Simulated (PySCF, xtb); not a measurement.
Al(Me)(F) (CH₃AlF), SMILES [CH3][Al+][F], charge +1.

Harmonic wavenumbers (cm⁻¹) from GFN2-xTB (xtb) at its own minimum, in rising order: 220, 220, 568, 698, 698, 928, 1176, 1294, 1295, 2905, 2908, 2909.

What does PBE-D3(BJ)/def2-TZVP in PySCF give at its own minimum? (Estimate from the structure and the level; the computed values follow.)

142, 142, 564, 730, 730, 965, 1168, 1364, 1364, 2971, 3074, 3074. Paired by order, the mean absolute difference is 67 cm⁻¹ and the zero-point energies are 22.6 and 23.3 kcal/mol.
